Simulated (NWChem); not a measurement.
System: C5H10; SMILES C1C(C1)(C)C

NWChem input:

```
start job
memory heap 200 mb stack 900 mb global 1100 mb
geometry units angstroms noautoz
  C      0.000000    -1.270497    -0.967264
  C      0.000000     0.000000    -0.149658
  C      0.000000     1.270497    -0.967264
  C     -0.751793     0.000000     1.153219
  C      0.751793     0.000000     1.153219
  H     -0.890114    -1.324195    -1.615903
  H      0.000000    -2.163900    -0.324359
  H      0.890114    -1.324195    -1.615903
  H      0.000000     2.163900    -0.324359
  H     -0.890114     1.324195    -1.615903
  H      0.890114     1.324195    -1.615903
  H     -1.267004     0.917679     1.452525
  H     -1.267004    -0.917679     1.452525
  H      1.267004     0.917679     1.452525
  H      1.267004    -0.917679     1.452525
end
basis spherical
  * library 6-311++g**
end
dft
  xc b3lyp
  iterations 150
  semidirect filesize 400000000
  mulliken
end
task dft energy
```

NWChem printed, in part:

```
             Northwest Computational Chemistry Package (NWChem) 7.3.0
             --------------------------------------------------------

 C2V symmetry detected

                             Geometry "geometry" -> ""
                             -------------------------

 Output coordinates in angstroms (scale by  1.889725989 to convert to a.u.)

  No.       Tag          Charge          X              Y              Z
 ---- ---------------- ---------- -------------- -------------- --------------
    1 C                    6.0000     0.00000000    -1.27049700    -0.96804605
    2 C                    6.0000     0.00000000     0.00000000    -0.15044005
    3 C                    6.0000     0.00000000     1.27049700    -0.96804605
    4 C                    6.0000    -0.75179300     0.00000000     1.15243695
    5 C                    6.0000     0.75179300     0.00000000     1.15243695
    6 H                    1.0000    -0.89011400    -1.32419500    -1.61668505
    7 H                    1.0000     0.00000000    -2.16390000    -0.32514105
    8 H                    1.0000     0.89011400    -1.32419500    -1.61668505
    9 H                    1.0000     0.00000000     2.16390000    -0.32514105
   10 H                    1.0000    -0.89011400     1.32419500    -1.61668505
   11 H                    1.0000     0.89011400     1.32419500    -1.61668505
   12 H                    1.0000    -1.26700400     0.91767900     1.45174295
   13 H                    1.0000    -1.26700400    -0.91767900     1.45174295
   14 H                    1.0000     1.26700400     0.91767900     1.45174295
   15 H                    1.0000     1.26700400    -0.91767900     1.45174295

 Effective nuclear repulsion energy (a.u.)     184.4438088373

      Symmetry information
      --------------------

 Group name             C2v
 Group number             16
 Group order               4
 No. of unique centers     6

                                 NWChem DFT Module
                                 -----------------

 Summary of "ao basis" -> "ao basis" (spherical)
 ------------------------------------------------------------------------------
       Tag                 Description            Shells   Functions and Types
 ---------------- ------------------------------  ------  ---------------------
 C                         6-311++g**               10       22   5s4p1d
 H                         6-311++g**                5        7   4s1p

      Symmetry analysis of basis
      --------------------------

        a1         63
        a2         28
        b1         42
        b2         47

            General Information
            -------------------
          SCF calculation type: DFT
          Wavefunction type:  closed shell.
          No. of atoms     :    15
          No. of electrons :    40
           Alpha electrons :    20
            Beta electrons :    20
          Charge           :     0
          Spin multiplicity:     1
          Use of symmetry is: on ; symmetry adaption is: on
          Maximum number of iterations: 150
          AO basis - number of functions:   180
                     number of shells:   100
          Convergence on energy requested:  1.00D-06
          Convergence on density requested:  1.00D-05
          Convergence on gradient requested:  5.00D-04

              XC Information
              --------------
                         B3LYP Method XC Potential
                     Hartree-Fock (Exact) Exchange  0.200
                        Slater Exchange Functional  0.800 local
                    Becke 1988 Exchange Functional  0.720 non-local
              Lee-Yang-Parr Correlation Functional  0.810
                  VWN I RPA Correlation Functional  0.190 local

             Grid Information
             ----------------
          Grid used for XC integration:  medium
          Radial quadrature: Mura-Knowles
          Angular quadrature: Lebedev.
          Tag              B.-S. Rad. Rad. Pts. Rad. Cut. Ang. Pts.
          ---              ---------- --------- --------- ---------
          C                   0.70       49          14.0       434
          H                   0.35       45          15.0       434
          Grid pruning is: on
          Number of quadrature shells:   282
          Spatial weights used:  Erf1

      Superposition of Atomic Density Guess
      -------------------------------------

 Sum of atomic energies:        -193.34377102

      Non-variational initial energy
      ------------------------------

 Total energy =    -197.253193
 1-e energy   =    -622.113186
 2-e energy   =     240.416185
 HOMO         =      -0.321350
 LUMO         =       0.022070

      Symmetry analysis of molecular orbitals - initial
      -------------------------------------------------

  Numbering of irreducible representations:

     1 a1          2 a2          3 b1          4 b2

  Orbital symmetries:

     1 a1          2 a1          3 b2          4 b1          5 a1
     6 a1          7 a1          8 b2          9 b1         10 a1
    11 b2         12 a1         13 b1         14 a1         15 a2
    16 b2         17 a2         18 b2         19 a1         20 b1
    21 a1         22 b2         23 b1         24 a1         25 b2
    26 b1         27 a1         28 a2         29 a1         30 a2

------------------------------------------------------------
EAF file 0: "./job.aoints.0" size=212860928 bytes
------------------------------------------------------------
               write      read    awrite     aread      wait
               -----      ----    ------     -----      ----
     calls:      406         0         0         0         0
   data(b): 2.13e+08  0.00e+00  0.00e+00  0.00e+00
   time(s): 0.00e+00  0.00e+00  0.00e+00  0.00e+00  0.00e+00
rate(mb/s): 0.00e+00  0.00e+00
------------------------------------------------------------

     ---------------------------------------------
      Total Density - Mulliken Population Analysis
     ---------------------------------------------

    Atom       Charge   Shell Charges
 -----------   ------   -------------------------------------------------------
    1 C    6     6.61   1.10  0.89  0.59  0.80  1.58  0.49  0.95  0.15  0.01  0.04
    2 C    6     5.81   1.10  0.89  0.55  0.78  1.47  0.49  0.87 -0.35 -0.09  0.09
    3 C    6     6.61   1.10  0.89  0.59  0.80  1.58  0.49  0.95  0.15  0.01  0.04
    4 C    6     6.48   1.10  0.89  0.59  0.80  1.55  0.53  0.86  0.02  0.09  0.05
    5 C    6     6.48   1.10  0.89  0.59  0.80  1.55  0.53  0.86  0.02  0.09  0.05
    6 H    1     0.80   0.24  0.44  0.10  0.01  0.02
    7 H    1     0.81   0.24  0.44  0.11  0.00  0.02
    8 H    1     0.80   0.24  0.44  0.10  0.01  0.02
    9 H    1     0.81   0.24  0.44  0.11  0.00  0.02
   10 H    1     0.80   0.24  0.44  0.10  0.01  0.02
   11 H    1     0.80   0.24  0.44  0.10  0.01  0.02
   12 H    1     0.79   0.24  0.43  0.09  0.00  0.02
   13 H    1     0.79   0.24  0.43  0.09  0.00  0.02
   14 H    1     0.79   0.24  0.43  0.09  0.00  0.02
   15 H    1     0.79   0.24  0.43  0.09  0.00  0.02

   convergence    iter        energy       DeltaE   RMS-Dens  Diis-err
 ---------------- ----- ----------------- --------- --------- ---------
 d= 0,ls=0.0,diis     1   -196.5267536301 -3.81D+02  5.03D-03  6.55D-01
 d= 0,ls=0.0,diis     2   -196.5817913465 -5.50D-02  3.11D-03  2.00D-02
 d= 0,ls=0.0,diis     3   -196.5817042024  8.71D-05  1.11D-03  2.08D-02
 d= 0,ls=0.0,diis     4   -196.5843542001 -2.65D-03  1.41D-04  3.92D-04
 d= 0,ls=0.0,diis     5   -196.5843953176 -4.11D-05  4.17D-05  4.65D-05
  Resetting Diis
 d= 0,ls=0.0,diis     6   -196.5844002388 -4.92D-06  2.70D-05  2.32D-06
 d= 0,ls=0.0,diis     7   -196.5844004930 -2.54D-07  7.21D-06  1.56D-07

         Total DFT energy =     -196.584400492970
      One electron energy =     -627.941612867049
           Coulomb energy =      277.831016829118
    Exchange-Corr. energy =      -30.917613292343
 Nuclear repulsion energy =      184.443808837304

 Numeric. integr. density =       39.999980506280

                  Occupations of the irreducible representations
                  ----------------------------------------------

                     irrep           alpha         beta
                     --------     --------     --------
                     a1                9.0          9.0
                     a2                2.0          2.0
                     b1                4.0          4.0
                     b2                5.0          5.0

                       DFT Final Molecular Orbital Analysis
                       ------------------------------------

 Vector   18  Occ=2.000000D+00  E=-3.436146D-01  Symmetry=b2
              MO Center= -1.3D-14, -1.6D-15, -3.9D-01, r^2= 3.1D+00
   Bfn.  Coefficient  Atom+Function         Bfn.  Coefficient  Atom+Function
  ----- ------------  ---------------      ----- ------------  ---------------
    30      0.237965   2 C  py                8     -0.208552   1 C  py
    52     -0.208552   3 C  py               34      0.196470   2 C  py
    26      0.162940   2 C  py                4     -0.143949   1 C  py
    12     -0.144593   1 C  py               48     -0.143949   3 C  py
    56     -0.144593   3 C  py              119      0.129843   7 H  s

 Vector   19  Occ=2.000000D+00  E=-2.897947D-01  Symmetry=a1
              MO Center=  6.8D-15, -3.6D-15,  7.1D-01, r^2= 2.5D+00
   Bfn.  Coefficient  Atom+Function         Bfn.  Coefficient  Atom+Function
  ----- ------------  ---------------      ----- ------------  ---------------
    75     -0.182646   4 C  pz               97     -0.182646   5 C  pz
    73     -0.179594   4 C  px               95      0.179594   5 C  px
    35      0.178545   2 C  pz               31      0.168772   2 C  pz
    77     -0.165760   4 C  px               99      0.165760   5 C  px
    39      0.155931   2 C  pz               36      0.141217   2 C  s

[...]
```

Level: B3LYP/6-311++G** (spherical d). The geometry was optimised at PBE0/def2-SVP. B3LYP is NWChem's, with the RPA form of VWN correlation.
